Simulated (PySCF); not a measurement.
4-chlorothioanisole, C₇H₇ClS.
Z-matrix (Å and degrees, PBE0-D3(BJ)/def2-SVP geometry), rows numbered from 1:
```
C 
S   1  1.7969
C   2  1.7606  1  103.19
C   3  1.4042  2  116.61  1  -179.58
C   4  1.3879  3  120.99  2  -180.00
C   5  1.3959  4  119.59  3     0.00
Cl  6  1.7327  5  119.84  4  -179.93
C   6  1.3912  5  120.19  4     0.02
C   8  1.3939  6  120.05  5    -0.01
H   1  1.1000  2  111.82  3    61.76
H   1  1.1000  2  111.85  3   -62.29
H   1  1.0985  2  105.57  3   179.74
H   4  1.0930  3  119.60  2     0.04
H   5  1.0912  4  120.62  3  -179.97
H   8  1.0913  6  119.68  5   179.99
H   9  1.0904  3  120.91  2    -0.00
```

All values: PBE0/def2-SVPD (PySCF, non-relativistic), on one gas-phase PBE0-D3(BJ)/def2-SVP geometry that isn't relaxed in the solvent. The solvent is an IEF-PCM continuum (cavity from Bondi-type radii × 1.2), and excitations are vertical TDDFT with non-equilibrium linear response and a frozen core. Specific hydrogen bonds and non-electrostatic terms are outside this model.

```
run  E − E(gas) (kJ/mol)  HOMO (eV)  HOMO–LUMO gap (eV)  dipole (D)  lowest singlet (eV)  static polarisability (au)
gas                 0.00      -6.20                5.46        2.33                 4.47                       121.1
  P               -21.49      -6.22                5.51        3.15                 4.51                       173.4
  Q               -20.82      -6.21                5.51        3.13                 4.51                       171.5
```

Question: The runs were made in methanol and water. Which run belongs to which solvent?

Answer: P = water, Q = methanol. The dielectric constants are 32.61 (methanol), 78.36 (water), and the energy falls further as ε rises. The optical constants n² used for the excitations are 1.77, 1.78 in the same order. In this model the ground state sees the solvent through ε alone.

Question: How constant is the ratio of the lowering to (ε − 1)/(2ε + 1)?

Answer: 
```csv
solvent,(ε − 1)/(2ε + 1),E − E(gas) (kJ/mol),ratio (kJ/mol),polarisation term (kJ/mol)
methanol,0.477,-20.82,-43.6,-24.35
water,0.490,-21.49,-43.8,-25.26
```

The ratio changes by +0.5 % in size from methanol to water. The polarisation term is half the interaction of the solute with the induced surface charges.
